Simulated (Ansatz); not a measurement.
```xyz
13

In   -2.192    0.062    0.879
C    -0.779    1.067   -0.435
N     0.371    0.184   -0.288
Si    1.841    0.058    0.630
Si    1.126   -1.158   -1.093
H    -3.122   -1.257    0.260
H    -2.137    0.389    2.575
H    -0.530    2.080   -0.116
H    -1.103    1.106   -1.476
H     1.713   -0.306    2.068
H     2.809    1.182    0.499
H     1.565   -0.933   -2.498
H     0.437   -2.475   -1.005
```

The species carries charge 0 and has multiplicity 1. In takes the def2 core potential.

(1) List the PBE0/def2-TZVPP orbital energies in eV (the Gaussian-basis code of Ansatz). (Best estimate.)

Results:

(1) Ansatz gave: Occupied: -1802.87, -1802.87, -391.44, -278.84, -145.16, -145.15, -127.96, -99.85, -99.84, -99.82, -99.79, -99.78, -99.78, -84.49, -84.14, -84.11, -24.52, -21.14, -20.94, -20.91, -20.83, -20.82, -18.81, -14.51, -14.39, -12.34, -12.09, -11.95, -10.69, -9.66, -9.03, -8.94, -7.94, -7.37, -6.15. Lowest empty: -1.55, -0.66, -0.07, 0.41, 0.81, 1.08, 1.47, 1.54.
